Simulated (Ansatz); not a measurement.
Steps of a relaxation of C3H11N3OW (`C[N]=[W]([NH2])(=[N]C)[O]C`) with RKS PBE0-D4/def2-TZVP.

```sh
$ ansatz run in.yaml --threads 4 --pin off --events-out ev --progress --plain --max-ram 66560MiB --backend cuda --devices 0, --max-vram 37GiB
```

```yaml
crystal:
  periodic: [false, false, false]
  atoms:
    - {symbol: C, position_ang: [1.104720, 2.653080, 0.687970]}
    - {symbol: N, position_ang: [0.906160, 1.254290, 0.526770]}
    - {symbol: W, position_ang: [0.408530, -0.394550, 0.027900]}
    - {symbol: N, position_ang: [2.144000, -1.338980, -0.435000]}
    - {symbol: N, position_ang: [-0.513090, -0.368660, -1.510590]}
    - {symbol: C, position_ang: [-1.238180, -0.017980, -2.682250]}
    - {symbol: O, position_ang: [-0.538210, -1.287440, 1.397450]}
    - {symbol: C, position_ang: [-1.496160, -1.632090, 2.339360]}
    - {symbol: H, position_ang: [1.772680, 2.865760, 1.534430]}
    - {symbol: H, position_ang: [1.547820, 3.097330, -0.214690]}
    - {symbol: H, position_ang: [0.149160, 3.160260, 0.880790]}
    - {symbol: H, position_ang: [2.283190, -1.953860, -1.240020]}
    - {symbol: H, position_ang: [3.068850, -1.071120, -0.088620]}
    - {symbol: H, position_ang: [-1.053300, 1.028170, -2.969680]}
    - {symbol: H, position_ang: [-0.947270, -0.658450, -3.525760]}
    - {symbol: H, position_ang: [-2.318830, -0.145950, -2.528640]}
    - {symbol: H, position_ang: [-1.257770, -2.611180, 2.782140]}
    - {symbol: H, position_ang: [-2.491670, -1.695020, 1.871220]}
    - {symbol: H, position_ang: [-1.530630, -0.883620, 3.147240]}
basis:
  gaussian: {orbitals: def2-TZVP}
hamiltonian: {xc: pbe0, dispersion: d4}
relax: {f_tol: 0.005, max_steps: 150}
```

Positions (Å) and forces (eV/Å) along the path, 8 of 51 steps:

```xyz
19
step=1 energy=-11628.7270 eV
C     1.105    2.653    0.688   -0.108   -0.168   -0.177
N     0.906    1.254    0.527   -0.507   -1.629   -0.137
W     0.409   -0.395    0.028    0.844    1.219   -1.573
N     2.144   -1.339   -0.435   -0.296    0.221    0.069
N    -0.513   -0.369   -1.511    0.669   -0.301    1.533
C    -1.238   -0.018   -2.682    0.147    0.181    0.229
O    -0.538   -1.287    1.397    0.350    0.039   -0.283
C    -1.496   -1.632    2.339   -0.194    0.140    0.022
H     1.773    2.866    1.534   -0.065   -0.069   -0.075
H     1.548    3.097   -0.215   -0.047   -0.012    0.088
H     0.149    3.160    0.881    0.104   -0.015   -0.021
H     2.283   -1.954   -1.240   -0.387    0.392    0.438
H     3.069   -1.071   -0.089   -0.726    0.036   -0.045
H    -1.053    1.028   -2.970   -0.056   -0.120   -0.010
H    -0.947   -0.658   -3.526    0.015    0.032    0.088
H    -2.319   -0.146   -2.529    0.104    0.009   -0.008
H    -1.258   -2.611    2.782    0.007    0.178   -0.117
H    -2.492   -1.695    1.871    0.164    0.006    0.118
H    -1.531   -0.884    3.147   -0.017   -0.139   -0.139
19
step=13 energy=-11628.9734 eV
C     1.010    2.507    0.704   -0.004    0.011    0.003
N     0.949    1.097    0.576    0.010    0.005   -0.006
W     0.579   -0.528    0.027   -0.010   -0.014    0.012
N     2.267   -1.372   -0.518   -0.017    0.001    0.003
N    -0.476   -0.509   -1.377   -0.009    0.003    0.010
C    -1.285   -0.030   -2.437   -0.001    0.004   -0.008
O    -0.267   -1.493    1.426    0.006    0.007   -0.003
C    -1.468   -1.422    2.132    0.010    0.005   -0.020
H     1.569    2.793    1.602   -0.009   -0.002   -0.010
H     1.506    2.964   -0.160   -0.004   -0.005    0.012
H     0.008    2.944    0.783    0.012   -0.004   -0.003
H     2.351   -1.963   -1.329    0.004   -0.003   -0.004
H     3.170   -1.050   -0.210    0.010    0.002    0.000
H    -1.322    1.066   -2.460   -0.002   -0.020   -0.002
H    -0.895   -0.373   -3.403   -0.009    0.008    0.010
H    -2.311   -0.404   -2.346    0.019    0.008   -0.007
H    -1.519   -2.257    2.837   -0.001   -0.008    0.007
H    -2.328   -1.485    1.457   -0.006   -0.004   -0.001
H    -1.537   -0.486    2.699    0.000    0.006    0.008
19
step=18 energy=-11628.9747 eV
C     1.026    2.515    0.693   -0.004    0.002    0.003
N     0.965    1.105    0.565   -0.001   -0.005   -0.003
W     0.580   -0.523    0.032    0.006    0.005    0.010
N     2.261   -1.373   -0.522   -0.008   -0.003   -0.007
N    -0.491   -0.508   -1.359   -0.007    0.000   -0.003
C    -1.297   -0.030   -2.421   -0.002    0.001   -0.008
O    -0.253   -1.476    1.446   -0.001    0.004    0.003
C    -1.469   -1.431    2.128    0.002   -0.001   -0.002
H     1.507    2.801    1.636   -0.006   -0.001   -0.008
H     1.601    2.963   -0.125   -0.001   -0.002    0.008
H     0.025    2.961    0.682    0.010    0.001   -0.005
H     2.341   -1.977   -1.325   -0.006    0.007    0.007
H     3.166   -1.041   -0.229    0.015   -0.002   -0.001
H    -1.369    1.065   -2.420   -0.001   -0.008    0.001
H    -0.882   -0.338   -3.388   -0.003    0.002    0.006
H    -2.313   -0.437   -2.356    0.007    0.004   -0.001
H    -1.515   -2.266    2.834   -0.002   -0.002    0.000
H    -2.315   -1.513    1.436    0.003    0.000    0.000
H    -1.569   -0.496    2.693   -0.001   -0.002    0.000
19
step=22 energy=-11628.9795 eV
C     1.066    2.545    0.661    0.006    0.042   -0.001
N     0.994    1.135    0.547    0.000   -0.010   -0.003
W     0.588   -0.500    0.057   -0.015    0.003   -0.004
N     2.252   -1.364   -0.527    0.010   -0.004   -0.003
N    -0.518   -0.507   -1.307    0.025   -0.002    0.017
C    -1.325   -0.029   -2.369   -0.014    0.001   -0.005
O    -0.217   -1.427    1.505   -0.026    0.012    0.017
C    -1.476   -1.471    2.108    0.015    0.003   -0.015
H     1.336    2.844    1.682   -0.016   -0.011   -0.043
H     1.825    2.954   -0.018   -0.031   -0.009    0.035
H     0.107    3.019    0.415    0.046   -0.017    0.007
H     2.304   -1.992   -1.313   -0.002    0.005    0.006
H     3.168   -1.028   -0.272   -0.006   -0.004   -0.003
H    -1.406    1.064   -2.362   -0.003    0.008   -0.001
H    -0.907   -0.329   -3.337    0.004   -0.004    0.000
H    -2.338   -0.444   -2.308   -0.006   -0.001    0.001
H    -1.512   -2.319    2.799    0.001    0.000   -0.001
H    -2.271   -1.596    1.363    0.011    0.003    0.006
H    -1.670   -0.554    2.676    0.002   -0.014   -0.010
19
step=29 energy=-11628.9834 eV
C     1.099    2.573    0.644    0.002   -0.002    0.000
N     1.023    1.163    0.531    0.001    0.002    0.001
W     0.595   -0.476    0.074    0.002   -0.006   -0.011
N     2.245   -1.361   -0.519   -0.002    0.004    0.008
N    -0.531   -0.499   -1.274    0.000   -0.003    0.014
C    -1.349   -0.034   -2.334    0.000    0.004    0.000
O    -0.200   -1.371    1.547    0.012    0.009   -0.011
C    -1.482   -1.501    2.080   -0.016   -0.004    0.013
H     1.270    2.876    1.683   -0.003    0.002    0.001
H     1.926    2.968    0.042    0.005    0.003    0.002
H     0.178    3.056    0.300    0.003    0.004   -0.006
H     2.279   -2.010   -1.289   -0.001   -0.002   -0.003
H     3.167   -1.025   -0.290   -0.002    0.000   -0.001
H    -1.421    1.060   -2.346    0.000    0.000    0.001
H    -0.945   -0.354   -3.301   -0.001   -0.001    0.001
H    -2.363   -0.440   -2.251   -0.002   -0.001    0.002
H    -1.504   -2.360    2.758    0.002   -0.001   -0.004
H    -2.229   -1.659    1.293    0.003   -0.003   -0.005
H    -1.760   -0.607    2.650   -0.002   -0.004   -0.001
19
step=38 energy=-11628.9944 eV
C     1.236    2.685    0.543    0.013    0.075   -0.008
N     1.089    1.279    0.492   -0.012   -0.017    0.004
W     0.568   -0.361    0.145    0.008    0.006   -0.015
N     2.161   -1.348   -0.443    0.001   -0.005   -0.002
N    -0.596   -0.434   -1.169    0.008    0.000    0.006
C    -1.429   -0.008   -2.234   -0.014    0.004   -0.017
O    -0.228   -1.116    1.695   -0.105   -0.042    0.041
C    -1.476   -1.671    2.007    0.043    0.042    0.010
H     0.990    3.072    1.541    0.018   -0.018   -0.072
H     2.274    2.971    0.324   -0.081   -0.014    0.017
H     0.590    3.192   -0.188    0.056   -0.036    0.062
H     2.144   -2.053   -1.163   -0.006    0.005    0.003
H     3.103   -1.044   -0.258    0.000    0.003    0.004
H    -1.434    1.083   -2.340    0.001   -0.014    0.002
H    -1.090   -0.438   -3.184   -0.005    0.006    0.013
H    -2.462   -0.338   -2.074    0.011    0.004   -0.002
H    -1.331   -2.570    2.616    0.004    0.037   -0.017
H    -2.034   -1.946    1.105    0.013    0.015    0.013
H    -2.075   -0.955    2.585    0.047   -0.049   -0.039
19
step=46 energy=-11628.9958 eV
C     1.261    2.709    0.516    0.001   -0.002    0.000
N     1.092    1.304    0.493   -0.004    0.000    0.003
W     0.550   -0.332    0.162    0.006    0.000   -0.002
N     2.131   -1.350   -0.406   -0.002   -0.002   -0.001
N    -0.607   -0.414   -1.157    0.000   -0.001   -0.001
C    -1.440   -0.001   -2.228    0.000    0.001   -0.001
O    -0.262   -1.047    1.724   -0.001    0.002    0.003
C    -1.465   -1.707    1.995   -0.001    0.000    0.000
H     0.961    3.126    1.485    0.000    0.001    0.002
H     2.313    2.972    0.356    0.002    0.001   -0.001
H     0.671    3.206   -0.263   -0.002    0.001   -0.002
H     2.108   -2.055   -1.124    0.000   -0.001    0.000
H     3.077   -1.065   -0.208    0.000    0.001    0.000
H    -1.420    1.086   -2.368    0.000    0.000    0.000
H    -1.121   -0.468   -3.166    0.000    0.000    0.000
H    -2.479   -0.300   -2.049    0.000    0.000    0.000
H    -1.256   -2.646    2.517    0.000    0.001   -0.001
H    -2.021   -1.932    1.078    0.001    0.001    0.001
H    -2.093   -1.086    2.642    0.001   -0.002    0.000
19
step=51 energy=-11628.9959 eV
C     1.269    2.721    0.504    0.002    0.002    0.001
N     1.090    1.316    0.496   -0.003    0.003    0.001
W     0.540   -0.319    0.172    0.005   -0.004   -0.001
N     2.115   -1.352   -0.383   -0.002   -0.001   -0.001
N    -0.612   -0.405   -1.152    0.000    0.000    0.000
C    -1.438    0.002   -2.230    0.000    0.000    0.000
O    -0.283   -1.013    1.738    0.002    0.002    0.000
C    -1.462   -1.722    1.990   -0.004   -0.002    0.000
H     0.997    3.146    1.477    0.001   -0.001   -0.002
H     2.318    2.976    0.315   -0.003   -0.001    0.000
H     0.662    3.215   -0.263    0.001   -0.001    0.002
H     2.091   -2.058   -1.100    0.000    0.000    0.001
H     3.062   -1.076   -0.177    0.000    0.001    0.000
H    -1.405    1.086   -2.386    0.000    0.001    0.000
H    -1.123   -0.483   -3.161    0.000    0.000    0.000
H    -2.480   -0.283   -2.049    0.000    0.000    0.000
H    -1.220   -2.684    2.454    0.000    0.001    0.000
H    -2.029   -1.911    1.072    0.001    0.000    0.001
H    -2.094   -1.156    2.682    0.000    0.000    0.000
```

Run time 91 s (4 threads of an AMD EPYC 7R13 on a shared host and a share of an NVIDIA H100 80 GB); peak host memory 0.97 GiB.
